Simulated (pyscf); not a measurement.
H₂C=C=C(F)–F -> :HC–CH=C(F)–F [singlet], a hydrogen shift (singlet surface; C–H broken, C–H formed). Optimised with ωB97X-D3(BJ)/def2-SVP in PySCF. Correlated levels are frozen-core, on RHF or UHF. ΔMP2 is the change of the MP2 total energy from the triple- to the quadruple-zeta basis. Energies in kcal/mol from the reactant's lowest minimum found.

Small-basis levels: PySCF, no dispersion term, spherical d functions. AM1 to PM7: differences of heats of formation from MOPAC, which are fitted to 298 K values and so differ in kind from electronic energies by zero-point and thermal terms. GFN2-xTB: tblite. Cost: rough CPU time at the saddle relative to B3LYP/6-31G*, from one job on a shared machine.

```
level                             barrier  reaction energy        cost
--------------------------------  -------  ---------------  ----------
HF/3-21G                             88.9            +44.4        0.06
MP2/6-31G*                           81.5            +50.8         0.1
SVWN5/6-31G*                         75.0            +52.5         1.0
PBE/6-31G*                           74.5            +49.1           1
B3LYP/6-31G*                         76.4            +47.4           1
M06-2X/6-31G*                        76.7            +48.1           3
B3LYP/6-311+G**                      73.8            +47.8           2
PBE/def2-SVP                         71.9            +49.0           2
GFN2-xTB                             68.6            +59.3  under 0.02
AM1                                  85.2            +58.7  under 0.02
PM3                                  83.5            +60.8  under 0.02
PM6                                  82.8            +57.1  under 0.02
CCSD(T)/def2-TZVPP + ΔMP2(QZVPP)     74.5            +47.2           –
```

Against the last row the barrier runs from -5.8 (GFN2-xTB) to +14.4 kcal/mol (HF/3-21G). CCSD(T)/def2-TZVPP + ΔMP2(QZVPP) has limits of its own. :HC–CH=C(F)–F [singlet] lies 47.7 kcal/mol over its isomer HC≡C–CH(F)–F (electronic energy, ωB97M-D3(BJ)/def2-TZVP). One saddle was located; it need not be the lowest between these sides. A restricted singlet here is unstable towards spin polarisation, as is usual where a triplet lies low; its energy is less safe. The CCSD(T) − MP2 part came from Ansatz, without density fitting, on the same reference.
